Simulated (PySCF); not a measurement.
## Field gradients at the hydrogen positions

Compound: C2H16Si5.
Structure used (GFN2-xTB), in Å, numbered top down from 1:
```
atom  x, y, z in Å
C1    -3.3861    0.8823    0.4928
Si2   -2.9932   -0.9429    0.8494
Si3   -1.7746   -1.8473   -0.9014
Si4    0.2304   -0.7622   -1.3544
Si5    1.7519   -0.7453    0.3906
C6     3.3066    0.2917    0.0189
Si7    3.0316    2.1650   -0.1025
H8    -4.0363    0.9845   -0.3717
H9    -3.8831    1.3561    1.3340
H10   -2.4798    1.4467    0.2899
H11   -2.2282   -0.9855    2.1060
H12   -4.2709   -1.6072    1.1468
H13   -1.4916   -3.2608   -0.5980
H14   -2.6122   -1.9401   -2.1102
H15   -0.0860    0.6211   -1.7578
H16    0.8675   -1.3057   -2.5673
H17    2.2052   -2.1079    0.7235
H18    1.1520   -0.2210    1.6281
H19    4.0540    0.1006    0.7904
H20    3.7457   -0.0593   -0.9161
H21    2.1142    2.4607   -1.2053
H22    4.3110    2.8393   -0.3465
H23    2.4670    2.6642    1.1536
```

Level: PBE0/pcSseg-1 (PySCF, non-relativistic); Q(2H) = 0.00286 b; rigid geometry, the same for H and D, with no vibrational averaging.

Q: Give the electric field gradient Vzz (the principal value of largest size), its asymmetry and the 2H coupling at each hydrogen.

A: 
```csv
atom,bonded to,bond length (Å),Vzz (au),η,χzz (kHz)
H8,C1,1.087,0.3237,0.01,218
H9,C1,1.086,0.3256,0.01,219
H10,C1,1.087,0.3232,0.01,217
H11,Si2,1.472,0.1586,0.01,107
H12,Si2,1.470,0.1599,0.01,107
H13,Si3,1.473,0.1600,0.01,108
H14,Si3,1.474,0.1598,0.01,107
H15,Si4,1.475,0.1582,0.00,106
H16,Si4,1.474,0.1596,0.01,107
H17,Si5,1.474,0.1569,0.02,105
H18,Si5,1.472,0.1583,0.02,106
H19,C6,1.091,0.3186,0.00,214
H20,C6,1.091,0.3181,0.01,214
H21,Si7,1.465,0.1617,0.02,109
H22,Si7,1.467,0.1607,0.01,108
H23,Si7,1.465,0.1619,0.01,109
```

Q: Average by the element that carries the hydrogen.

A: on C: 216 kHz over 5 positions, mean bond length 1.088 Å; on Si: 107 kHz over 11 positions, mean bond length 1.471 Å.

Q: How does χzz go with the bond length over the 11 Si–H bonds?

A: A straight-line fit has a slope of -2.2 kHz for each 0.01 Å, with a correlation coefficient of -0.81, over lengths from 1.465 to 1.475 Å. The longer bonds have the smaller couplings here.

Q: A static deuteron (I = 1) shows a doublet split by (3/2)χ, (3/4)χ(1 + η) and (3/4)χ(1 − η) with the field along z, y and x of the gradient. What are these for H15?

A: With |χ| = 106.3 kHz and η = 0.003: 159, 80 and 79 kHz, to first order and without motion.

Geometry: GFN2-xTB, one conformer, isolated molecule. GFN2-xTB bond lengths can be off by several hundredths of an ångström, more for odd bonds, and the gradients follow them. With a basis this small, the couplings can be 20 % off.

These values come from a run that also computed NMR shieldings. Hardware: Arm Neoverse V2, one thread, shared host with 96 logical CPUs at a one-minute load of 74. Cost: 67 s wall (with the writing of density and orbital grids), 1.1 GiB resident at most.
